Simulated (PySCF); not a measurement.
# Ni(17+): ionisation energy

Ni(17+) [Ne] 3s1 (2S) → Ni(18+) [Ne] (1S), as a difference of total energies. Computed with PySCF 2.14 in an uncontracted even-tempered set (18 s from 1.4 bohr⁻², ratio 2.5; 11 p from 1.8 bohr⁻², ratio 2.5; 5 d from 7.1 bohr⁻², ratio 2.7; 4 f from 11 bohr⁻², ratio 2.7), with scalar relativity by spin-free X2C-1e. Correlated levels: outer shells: 1s2 frozen; virtual orbitals above 40 to 60 times the deepest correlated orbital energy dropped. The calculations carry no spin-orbit coupling.

```csv
method,ionisation energy (eV),difference from reference (eV)
UHF,606.38,-0.64
LDA,608.23,+1.21
PBE,609.08,+2.06
PBE0,608.50,+1.48
r2SCAN,606.46,-0.56
PW91,609.30,+2.28
PBEsol,608.11,+1.09
MP2 (outer shells),606.98,-0.04
SCS-MP2 (outer shells),606.87,-0.15
```

Reference: 607.02 eV (semi-empirical (NIST evaluation); NIST Atomic Spectra Database, ionization energies).
